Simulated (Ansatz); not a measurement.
Al(Me)(NCO)(OH) (C2H4AlNO2), SMILES [CH3][Al]([OH])[N]=C=O.

The structure is a stationary point at PBE0-D3(BJ)/def2-SVP. The structure was generated by enumeration; whether it is a known compound was not checked. One conformer was computed; it need not be the lowest.

Two levels are set side by side: PBE/def2-SVPD (Ansatz, a program for electronic structure) and CAM-B3LYP/def2-SVPD (Ansatz). Energy differences of separate SCF runs at the same geometry; the states with an electron removed or added have multiplicity 2 and 2. Differences are taken from unrounded values.

```
quantity                             PBE
---------------------------------  -----
vertical ionisation energy (eV)    10.04
vertical singlet–triplet gap (eV)   5.70
```

Question: These are the PBE values. What does CAM-B3LYP give? (The exact figures need the calculation; the answer reports its results.)

Answer: 
```json
[
 {"quantity": "vertical ionisation energy (eV)", "CAM-B3LYP": "10.84", "PBE minus CAM-B3LYP": "-0.80"},
 {"quantity": "vertical singlet–triplet gap (eV)", "CAM-B3LYP": "6.40", "PBE minus CAM-B3LYP": "-0.70"}
]
```
